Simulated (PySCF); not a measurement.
```xyz
6
charge 0 multiplicity 1, angstrom
Pt    0.0000    0.0000    0.0027
O     0.0000    0.0000    1.7472
O     1.6745    0.1573   -0.8430
O    -1.6745   -0.1573   -0.8430
H     2.0563   -0.7323   -0.9594
H    -2.0563    0.7323   -0.9594
```

Method: B3LYP in PySCF with Pt def2-SVP with ECP60, O def2-SVP, H def2-SVP; scalar-relativistic core potentials, no spin–orbit coupling; density-fitted integrals.

This geometry of PtO(OH)₂ is a stationary point at this level.

Problem. What is the point group?

Solution. C2.

Problem. Is it a minimum?

Solution. Yes: all harmonic wavenumbers are real.

Problem. What are the dipole moment and the gap between the highest occupied and lowest empty levels?

Solution. 2.31 D and 3.02 eV.

Problem. What is the atomisation energy, with and without zero-point energy?

Solution. 1768 kJ/mol without, 1687 kJ/mol with.

Only a few start shapes were tried, so a lower isomer may exist. With an element this heavy the missing spin–orbit coupling can shift these numbers.
